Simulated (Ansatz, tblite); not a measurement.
Isomers of Te3Pt2 (singlet), found by a short tight-binding search and relaxed with PBE-D4/def2-SVP in Ansatz.

In the def2 sets Pt, Te take a core potential; there is no spin–orbit coupling. The xTB rows come from tblite. HSE06 is defined as in plane-wave codes, on full-range PBE exchange.

Run but left out: HF/def2-SVP, MP2/def2-SVP, CCSD/def2-SVP, CCSD(T)/def2-SVP (flagged by the program: large difference); HF/def2-TZVP, MP2/def2-TZVP (A: restricted singlet, unstable towards broken spin symmetry).

A further structure is left out (at the level of its geometry, an occupied level 0.40 eV above an empty one); at PBE0-D4/def2-TZVP its energy lies 0.32 eV above the lowest shown. A further structure is left out (at the level of its geometry, an occupied level 0.07 eV above an empty one); at PBE0-D4/def2-TZVP its energy lies 0.20 eV below the lowest shown.

A: The restricted singlet is unstable towards broken spin symmetry in Hartree–Fock (as tested in another run); at PBE-D4/def2-SVP, PBE-D4/def2-TZVP, r2SCAN-D4/def2-TZVP, B97M-V/def2-TZVP and others this wasn't settled. B: The restricted singlet is unstable towards broken spin symmetry in Hartree–Fock (as tested in another run); at PBE-D4/def2-SVP, PBE-D4/def2-TZVP, r2SCAN-D4/def2-TZVP, B97M-V/def2-TZVP and others this wasn't settled.

Other spin states weren't relaxed.

A:

Cartesian coordinates in Å:
```
Pt 1.4532 -1.2313 -0.8528
Pt 1.0173 1.2260 -1.3790
Te -0.5924 -1.8435 0.3769
Te -0.6977 0.3127 2.1580
Te -1.1804 1.5361 -0.3031
```

B:

Cartesian coordinates in Å:
```
Pt -0.215 -0.915 -0.281
Pt 0.797 1.260 -1.111
Te -0.465 -2.964 -1.605
Te -0.613 0.139 1.976
Te 0.497 2.480 1.022
```

Task: Estimate which lies lowest at each level, and how far above it the others are (eV).

Result: 
```json
{"level": "GFN1-xTB", "A": "0.02", "B": "0.00"}
{"level": "GFN2-xTB", "A": "0.00", "B": "0.02"}
{"level": "PBE-D4/def2-SVP", "A": "0.78", "B": "0.00"}
{"level": "PBE-D4/def2-TZVP", "A": "0.84", "B": "0.00"}
{"level": "r2SCAN-D4/def2-TZVP", "A": "0.90", "B": "0.00"}
{"level": "B97M-V/def2-TZVP", "A": "0.68", "B": "0.00"}
{"level": "PBE0-D4/def2-SVP", "A": "0.33", "B": "0.00"}
{"level": "PBE0-D4/def2-TZVP", "A": "0.38", "B": "0.00"}
{"level": "r2SCAN0-D4/def2-TZVP", "A": "0.42", "B": "0.00"}
{"level": "HSE06-D4/def2-TZVP", "A": "0.45", "B": "0.00"}
```
Point groups (tolerance 0.1 Å): A not assigned, B Cs. Lower isomers may exist.
